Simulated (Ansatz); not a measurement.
`[SiH3][SbH][SiH3]` + `O[Si]S` → `[SiH3]O[Si]S` + `[SiH3][SbH2]`  (cleavage of the Si–Sb bond)

Program: Ansatz. Geometries: PBE0-D4/def2-TZVP. ΔE: electronic, gas phase. CBS: MP2 limit from def2 TZ/QZ plus the TZ coupled-cluster correction, frozen cores. This one scheme is used for every species. DFT in def2-TZVPP. B3LYP here is the variant with VWN-RPA as its local correlation; programs differ in this. HSE06 is defined as in plane-wave codes. Elements past krypton have def2 core potentials. For Sb outer-core shells are correlated without core-valence functions, which leaves a few kJ/mol of doubt a bond. Each species was taken in one conformer, which may not be the lowest.

| level | ΔE (kJ/mol) | difference from CCSD(T)/CBS |
| --- | --- | --- |
| PBE-D4 | -39.7 | 17.2 |
| BLYP-D4 | -58.4 | -1.5 |
| r2SCAN-D4 | -56.2 | 0.7 |
| B97M-V | -68.0 | -11.1 |
| PBE0-D4 | -45.5 | 11.4 |
| B3LYP-D4 | -62.0 | -5.1 |
| r2SCANh-D4 | -56.5 | 0.4 |
| r2SCAN0-D4 | -57.1 | -0.2 |
| HSE06-D4 | -45.0 | 11.9 |
| BHLYP-D4 | -69.5 | -12.6 |
| CAM-B3LYP-D4 | -70.2 | -13.3 |
| ωB97X-V | -61.3 | -4.4 |
| ωB97M-V | -60.3 | -3.4 |
| B2PLYP | -65.6 | -8.7 |
| PBE-QIDH | -54.9 | 2.0 |
| PBE | -41.7 | 15.2 |
| revPBE | -41.6 | 15.3 |
| BLYP | -62.0 | -5.1 |
| PBE0 | -47.3 | 9.6 |
| B3LYP | -65.5 | -8.6 |
| r2SCAN0 | -57.6 | -0.7 |
| HSE06 | -46.9 | 10.0 |
| BHLYP | -74.2 | -17.3 |
| CAM-B3LYP | -72.3 | -15.4 |
| RPA@PBE/def2-TZVPP | -67.2 | -10.3 |
| HF/def2-SVP | -79.8 | -22.9 |
| MP2/def2-SVP | -63.1 | -6.2 |
| CCSD/def2-SVP | -65.9 | -9.0 |
| CCSD(T)/def2-SVP | -63.8 | -6.9 |
| HF/def2-TZVPP | -87.2 | -30.3 |
| MP2/def2-TZVPP | -59.5 | -2.6 |
| SCS-MP2/def2-TZVPP | -68.1 | -11.2 |
| CCSD/def2-TZVPP | -66.9 | -10.0 |
| CCSD(T)/def2-TZVPP | -63.0 | -6.1 |
| HF/def2-QZVPP | -89.4 | -32.5 |
| MP2/def2-QZVPP | -56.8 | 0.1 |
| SCS-MP2/def2-QZVPP | -65.6 | -8.7 |
| HF/CBS(def2) | -89.7 | -32.8 |
| MP2/CBS(def2) | -53.5 | 3.4 |
| CCSD/CBS(def2) | -60.8 | -3.9 |
| CCSD(T)/CBS | -56.9 | 0 |

Largest T1 diagnostic among the species: 0.015.

In def2-TZVPP, CCSD(T) changes the Hartree–Fock value by +24.1 kJ/mol (the triples alone add +3.9 kJ/mol) and MP2 by +27.6 kJ/mol. From BLYP to BHLYP (50 % exact exchange), in def2-TZVPP and without D4, ΔE moves by −12.2 kJ/mol. The D4 term adds +3.5 kJ/mol with B3LYP and +1.9 kJ/mol with PBE0; it sums over pairs of atoms, weighted by their polarisabilities, and B3LYP, whose exchange is more repulsive, gets the larger term.
